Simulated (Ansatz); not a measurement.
`[OH][Ge]([F])([F])[SiH3]` + H–F → `[F][Ge]([F])([F])[SiH3]` + H₂O at 500 K and 1 bar (ligand exchange at a Ge–O bond).

Isolated molecules relaxed with PBE0-D4/def2-TZVP in Ansatz; ΔE leaves out vibrations. CBS: MP2 limit from def2 TZ/QZ plus the TZ coupled-cluster correction, frozen cores. This one scheme is used for every species. For Ge outer-core shells are correlated without core-valence functions, which leaves a few kJ/mol of doubt a bond. Scalar relativity is left out up to krypton. Each species was taken in one conformer, which may not be the lowest.

```json
{"species": "`[OH][Ge]([F])([F])[SiH3]`", "CCSD(T)/CBS energy (Eh)": "-2642.46724", "H − E (kJ/mol)": "166.5", "S (J/(mol·K))": "451.2"}
{"species": "H–F", "CCSD(T)/CBS energy (Eh)": "-100.39570", "H − E (kJ/mol)": "39.4", "S (J/(mol·K))": "188.7"}
{"species": "`[F][Ge]([F])([F])[SiH3]`", "CCSD(T)/CBS energy (Eh)": "-2666.49147", "H − E (kJ/mol)": "132.9", "S (J/(mol·K))": "425.8"}
{"species": "H₂O", "CCSD(T)/CBS energy (Eh)": "-76.37941", "H − E (kJ/mol)": "73.2", "S (J/(mol·K))": "206.3"}
```

H − E and S are ideal-gas, rigid-rotor, harmonic terms from PBE0-D4/def2-TZVP, for one conformer and one mirror image of each species. 1 Eh = 2625.50 kJ/mol, R = 8.31446 J/(mol·K).

Question: By hand: ΔE, ΔH, ΔS and ΔG.

Answer: ΔE = (-2666.49147) + (-76.37941) − (-2642.46724) − (-100.39570) = -0.00794 Eh = -20.8 kJ/mol. Δ(H − E) = 132.9 + 73.2 − 166.5 − 39.4 = 0.2, so ΔH = -20.6 kJ/mol. ΔS = 425.8 + 206.3 − 451.2 − 188.7 = -7.8 J/(mol·K). ΔG = -20.6 − 500 × (-7.8)/1000 = -16.7 kJ/mol.

Question: By hand: the equilibrium constant, and the temperature at which ΔG would vanish if ΔH and ΔS stayed fixed.

Answer: log₁₀ K = −ΔG/(RT ln 10) = 1.7. ΔG = 0 at ΔH/ΔS = 2641 K, far beyond where these terms or the molecules hold.

The number of gas molecules stays the same, so ΔS is small and ΔH decides. A doubt of 5 kJ/mol in ΔE shifts log₁₀ K by 0.5 here. Other conformers and mirror images would add mixing entropy, several J/(mol·K) or more a flexible species. These are equilibria of isolated gas molecules and say nothing of rates. Largest T1 diagnostic: 0.013 (customary marks: 0.02 for closed shells, 0.045 for open ones).
